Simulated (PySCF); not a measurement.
Computed IR spectrum (relative IR intensity) of a molecule C3H12Si3. Geometry optimised at PBE0-D3(BJ)/def2-SVP. Other conformers were not sampled. Calculation: PySCF 2.14.0 with PBE0-D3(BJ)/def2-SVP. Frequencies are harmonic and unscaled.

Lines under 2 % of the strongest are left out, and lines within 2 cm⁻¹ are merged.

ν (cm⁻¹): 611 (w), 682 (w), 685 (w), 888 (m), 901 (vs), 904 (s), 928 (m), 933 (w), 941 (w), 943 (w), 947 (m), 950 (w), 1008 (w), 1031 (vw), 1149 (w), 1709 (w), 2220 (w), 2223 (m), 2229 (w), 2233 (w), 2237 (s), 2242 (s), 3125 (vw) (against the strongest line: vs over 80 %, s over 45 %, m over 15 %, w over 4 %, vw less)

Problem. Pick the molecule that these values belong to.
A. C[C@H]1[SiH2][SiH2][Si@@H]1C
B. C=C([SiH3])[Si@H](C)[SiH3]
C. C=CC([SiH3])([SiH3])[SiH3]
D. [SiH3]C1([SiH3])CC[SiH2]1

Solution. C, C=CC([SiH3])([SiH3])[SiH3]
